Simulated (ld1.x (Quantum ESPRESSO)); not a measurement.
# What one change does to a pseudopotential (boron (B), TM)

- Element: boron
- Generator: ld1.x (Quantum ESPRESSO) 7.5
- Type: norm-conserving Troullier–Martins (Kleinman–Bylander form)
- Functional: PBE
- Relativity: scalar-relativistic
- Frozen core: [He]
- Valence charge: 3
- Reference configuration: 2s1 2p0 (charge +2)
- Partial waves: 2p (bound, empty): rc 3.10 bohr; 2s (bound): rc 1.00 bohr
- Local potential: the s channel
- Core correction: a·sin(br)/r model core, default radius (core density twice the valence density)

Change: local potential all-electron potential smoothed inside 2.75 bohr (lloc = -1).

Cutoffs: the cutoffs (Ry, on a coarse ladder) from which the occupation-weighted sum of valence levels, in a spherical-Bessel basis at the reference potential, stays within 10 and 1 mRy of its value at 400 Ry; they do not see the model core or the augmentation charge, which bear on the density cutoff. Errors are all-electron minus pseudo energies relative to the spin-unpolarised reference configuration.

Q: Predict the effect on cutoff, ghosts and configuration errors.

A: The potential gets neither clearly harder nor softer (50 Ry and 110 Ry → 45 Ry and 110 Ry); of the 7 tests that both files solve, the error grows in 4 and shrinks in 0 by more than 15 % and 0.3 meV (median size 341.8 → 494.9 meV); the range in which the s phases agree narrows (upper end 2.7 → -1.2); neither file shows a bound ghost.

| quantity | base | changed |
| --- | --- | --- |
| cutoff, loose | 50 Ry | 45 Ry |
| cutoff, tight | 110 Ry | 110 Ry |
| bound ghosts | none | none |
| error for 2s2 2p1, meV [ΔE -33.64 eV] | +342 | +495 |
| error for 2s2 2p0, meV [ΔE -25.42 eV] | +31 | +114 |
| error for 2s2 2p0.5, meV [ΔE -30.75 eV] | +202 | +330 |
| error for 2s1 2p1, meV [ΔE -19.28 eV] | +298 | +330 |
| error for 2s1 2p2, meV [ΔE -27.79 eV] | +603 | +647 |
| error for 2s0 2p3, meV [ΔE -21.92 eV] | +854 | +805 |
| error for 2s2 2p1.3, meV [ΔE -34.38 eV] | +391 | +549 |
| s: phases at 3.35 bohr within 0.05 rad from the reference energy up to (Ry; the scan ends near 5) | 2.7 | -1.2 |
| p: phases at 3.35 bohr within 0.05 rad from the reference energy up to (Ry; the scan ends near 5) | -0.8 | -0.8 |
